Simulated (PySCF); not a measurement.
`CS[Si@@]1(C)CC[C@@H]1C#N` in a uniform electric field

Compound: C6H11NSSi.
SMILES with atom numbers: `[CH3:1][S:2][Si@@:3]1([CH3:4])[CH2:5][CH2:6][C@@H:7]1[C:8]#[N:9]` (hydrogens: H10, H11, H12 on C1; H13, H14, H15 on C4; H16, H17 on C5; H18, H19 on C6; H20 on C7)

Geometry (PBE0-D3(BJ)/def2-SVP, Å), atoms numbered from 1 in this order:
```xyz
20
C6H11NSSi angstrom
C      3.2336   -0.1177    0.0380
S      1.8669   -1.0121    0.8477
Si     0.1389   -0.1716   -0.0918
C      0.3861    1.6103   -0.5923
C     -0.8960   -1.2094   -1.2898
C     -2.1382   -0.8143   -0.4527
C     -1.4737   -0.4465    0.9113
C     -2.0434    0.6430    1.6608
N     -2.4830    1.5582    2.2217
H      3.1532    0.9664    0.1937
H      3.2891   -0.3407   -1.0362
H      4.1564   -0.4723    0.5161
H      1.1504    1.7160   -1.3768
H      0.6822    2.2170    0.2771
H     -0.5618    2.0139   -0.9807
H     -0.6617   -2.2799   -1.1821
H     -0.9393   -0.9651   -2.3602
H     -2.6258    0.0784   -0.8733
H     -2.9094   -1.5953   -0.3645
H     -1.3685   -1.3368    1.5528
```

Level: B3LYP/def2-SVPD (PySCF); nuclei fixed, core orbitals frozen in the response. Permanent dipole (2.751, -1.680, -3.868) D (1 au = 2.5417 D). Static polarisability (au):

```
x   141.46  -4.54  -4.01
y    -4.54 113.83   6.48
z    -4.01   6.48 108.85
```

Only the terms in μ and α are kept: μ(F) = μ + αF and ΔE = −μ·F − ½ F·αF.

**Question.** A field of 0.002 au (0.103 V/Å) is applied along each axis in both senses. Find the induced dipole, the size of the total dipole and the two energy terms.

**Answer.** 
```tsv
field along	induced x (D)	induced y (D)	induced z (D)	total size (D)	−μ·F (kJ/mol)	−½F·αF (kJ/mol)
+x	0.719	-0.023	-0.020	5.483	-5.683	-0.743
−x	-0.719	0.023	0.020	4.656	+5.683	-0.743
+y	-0.023	0.579	0.033	4.833	+3.471	-0.598
−y	0.023	-0.579	-0.033	5.293	-3.471	-0.598
+z	-0.020	0.033	0.553	4.600	+7.991	-0.572
−z	0.020	-0.033	-0.553	5.492	-7.991	-0.572
```

**Question.** For the field (-0.0014, -0.0014, 0.0000) au, what is the induced dipole, and what angle does it make with the field?

**Answer.** αF = (-0.487, -0.389, -0.009) D, at 6.5° to the field. The polarisability along this direction, F·αF/F², is 123.11 au, against a mean of 121.38 au.

**Question.** At what field along the permanent dipole would the induced dipole along it equal the permanent one, in this linear picture?

**Answer.** The polarisability along the dipole is 127.48 au, so F = 1.9809 au / 127.48 au = 0.0155 au = 0.80 V/Å; higher-order terms are ignored.

**Question.** What field makes μF equal to kT at 298 K?

**Answer.** kT = 0.9437 × 10⁻³ Eh, so F = 0.000476 au = 2.45 MV/cm.

**Question.** Induction energy −ᾱe²/2R⁴ of a unit charge at 11 Å, the molecule taken as a point?

**Answer.** R = 20.79 bohr, so the energy is −121.4/(2 × 20.79⁴) Eh = -0.853 kJ/mol. The charge–dipole term at its most favourable orientation, −μe/R², is -12 kJ/mol.

Geometry: PBE0-D3(BJ)/def2-SVP, one conformer, isolated molecule.
